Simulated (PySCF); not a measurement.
Ionisation energy of O⁺ by level of theory

O⁺ [He] 2s2 2p3 (4S) → O²⁺ [He] 2s2 2p2 (3P), as a difference of total energies. Calculation: PySCF 2.14, in aug-cc-pVDZ-DK (4s3p2d, 23 functions); the spin-free X2C one-electron Hamiltonian (Gaussian nucleus). Correlated levels: valence: 1s2 frozen. The calculations carry no spin-orbit coupling.

```json
{"method": "UHF", "ionisation energy (eV)": "34.549", "error (eV)": "-0.572"}
{"method": "M06-2X", "ionisation energy (eV)": "35.147", "error (eV)": "+0.026"}
{"method": "BP86", "ionisation energy (eV)": "35.313", "error (eV)": "+0.192"}
{"method": "MP2 (valence)", "ionisation energy (eV)": "34.982", "error (eV)": "-0.139"}
{"method": "SCS-MP2 (valence)", "ionisation energy (eV)": "34.784", "error (eV)": "-0.337"}
{"method": "CCSD (valence)", "ionisation energy (eV)": "34.800", "error (eV)": "-0.321"}
{"method": "CCSD(T) (valence)", "ionisation energy (eV)": "34.804", "error (eV)": "-0.317"}
```

Reference: 35.121 eV (measured; NIST Atomic Spectra Database, ionization energies).

Errors of the correlated levels include the incompleteness of this basis and the frozen core.
